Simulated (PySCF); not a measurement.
## Tin: a sound run and one with changed settings

Sound run: Sn [Kr] 4d10 5s2 5p2, Sn⁺ [Kr] 4d10 5s2 5p1. Computed with PySCF 2.14 in cc-pVTZ-PP with ECP28MDF (5s4p3d1f, 39 functions), with scalar relativity through the core potential. In the sound run the correlated levels freeze 4s2 4p6 4d10 outside the core potential. The sound run starts from symmetry-adapted Hartree-Fock orbitals and uses a fine grid where one is needed.

Changed run: a valence shell is frozen. This setting is unsound on purpose.

```json
{"species": "Sn", "method": "MP2", "sound run (hartree)": "-213.38331", "changed run (hartree)": "-213.34434", "converged": "yes"}
{"species": "Sn", "method": "CCSD(T)", "sound run (hartree)": "-213.39792", "changed run (hartree)": "-213.34615", "converged": "yes"}
```

Ionisation energy of Sn:

| method | sound run (eV) | changed run (eV) |
| --- | --- | --- |
| UHF | 6.857 | 6.857 |
| MP2 | 7.154 | 6.968 |
| SCS-MP2 | 7.090 | 6.894 |
| CCSD | 7.185 | 7.018 |
| CCSD(T) | 7.210 | 7.018 |
| CCSDT | n/a | 7.018 |
| FCI | n/a | 7.018 |

Freezing a valence shell removes pair correlation that changes on ionisation.

For comparison, NIST gives 7.344 eV between the lowest levels.
